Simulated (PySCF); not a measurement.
NbO2Br, SMILES [O]=[Nb](=[O])[Br], multiplicity 1. Atoms are numbered in the order given.

```xyz
4

Nb     0.8071    -0.2195     0.0000
O      1.5954     0.4269     1.3740
O      1.5954     0.4269    -1.3740
Br    -1.6748     0.0620     0.0000
```

Geometry: B3LYP-D3(BJ)/def2-SVP. The spin state was assumed, not searched. The def2 effective core potentials stand for the cores of Nb; spin–orbit coupling is left out.

These are M06-2X/def2-TZVPD in PySCF values and carry that method's errors.

The molecule is in vacuum.

- total energy = -2781.65896 hartree
- point group = Cs
- highest occupied level = -9.99 eV
- lowest empty level = -3.44 eV
- orbital gap = 6.55 eV
- dipole moment = 0.929 e·Å
- quadrupole, principal values (traceless, Buckingham form, about the centre of nuclear charge) = -9.68, -6.46, 16.14 D·Å
- mean static polarisability = 63.1 bohr³ (9.35 Å³)
- polarisability, principal values = 45.5, 63.6, 80.2 bohr³
